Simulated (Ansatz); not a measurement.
Reaction (ligand exchange at a Ge–C bond): `[OH][GeH2][C]#C[SiH](O)F` + `C[SiH](O)O` → `C[SiH](O)[O][GeH2][OH]` + `C#C[SiH](O)F`

Gas-phase electronic energies from Ansatz, PBE0-D4/def2-TZVP geometries. CBS: MP2 limit from def2 TZ/QZ plus the TZ coupled-cluster correction, frozen cores. DFT in def2-TZVPP. B3LYP here is the variant with VWN-RPA as its local correlation; programs differ in this. For Ge outer-core shells are correlated without core-valence functions, which leaves a few kJ/mol of doubt a bond. Scalar relativity is left out up to krypton. One conformer a species, not always the lowest.

`[OH][GeH2][C]#C[SiH](O)F`:

Cartesian coordinates in Å:
```
O -0.363 -1.677 2.992
Ge 0.675 -0.386 2.359
C 0.217 -0.065 0.531
C -0.066 0.111 -0.636
Si -0.541 0.385 -2.373
O -0.789 1.963 -2.666
F 0.650 -0.179 -3.267
H -0.328 -2.477 2.462
H 0.352 0.841 3.210
H 2.155 -0.792 2.410
H -1.770 -0.330 -2.741
H -0.192 2.606 -2.281
```

`C[SiH](O)O`:

```xyz
10

C    -0.454    1.081    0.682
Si   -0.013   -0.259   -0.519
O     1.632   -0.241   -0.602
O    -0.596   -1.732   -0.072
H     0.011    0.902    1.655
H    -0.105    2.051    0.320
H    -1.536    1.136    0.823
H    -0.610   -0.053   -1.861
H     2.045   -0.834   -1.231
H    -0.374   -2.050    0.804
```

`C[SiH](O)[O][GeH2][OH]`:

Cartesian coordinates in Å:
```
C -0.640 -0.516 -1.862
Si -0.099 0.850 -0.740
O 1.542 0.670 -0.538
O -0.840 0.767 0.714
Ge -0.357 -0.236 2.100
O 0.782 -1.459 1.515
H -1.724 -0.502 -1.993
H -0.172 -0.426 -2.845
H -0.360 -1.482 -1.435
H -0.373 2.201 -1.294
H 2.044 1.465 -0.354
H 0.299 0.707 3.123
H -1.583 -0.990 2.618
H 1.481 -1.048 0.993
```

`C#C[SiH](O)F`:

Cartesian coordinates in Å:
```
C 1.502 -1.474 0.430
C 0.691 -0.677 0.028
Si -0.503 0.560 -0.569
O -1.038 1.488 0.653
F -1.702 -0.246 -1.236
H 2.218 -2.182 0.781
H 0.069 1.457 -1.582
H -1.236 1.074 1.495
```

```json
{"level": "B3LYP-D4", "ΔE (kJ/mol)": "-45.9"}
{"level": "ωB97X-V", "ΔE (kJ/mol)": "-46.2"}
{"level": "B2PLYP", "ΔE (kJ/mol)": "-40.2"}
{"level": "PBE", "ΔE (kJ/mol)": "-31.8"}
{"level": "r2SCAN", "ΔE (kJ/mol)": "-42.2"}
{"level": "PBE0", "ΔE (kJ/mol)": "-33.8"}
{"level": "SCS-MP2/def2-TZVPP", "ΔE (kJ/mol)": "-40.7"}
{"level": "CCSD/CBS(def2)", "ΔE (kJ/mol)": "-42.4"}
```

(1) What does CCSD(T)/CBS give? (Estimate.)

Largest T1 diagnostic among the species: 0.013.

Results:

(1) Computed: -42.4 kJ/mol. The listed levels differ from it by -3.5, -3.8, 2.2, 10.6, 0.2, 8.6, 1.7, 0.0 kJ/mol.

The D4 term adds −8.6 kJ/mol with B3LYP and −4.8 kJ/mol with PBE0; it sums over pairs of atoms, weighted by their polarisabilities, and B3LYP, whose exchange is more repulsive, gets the larger term.
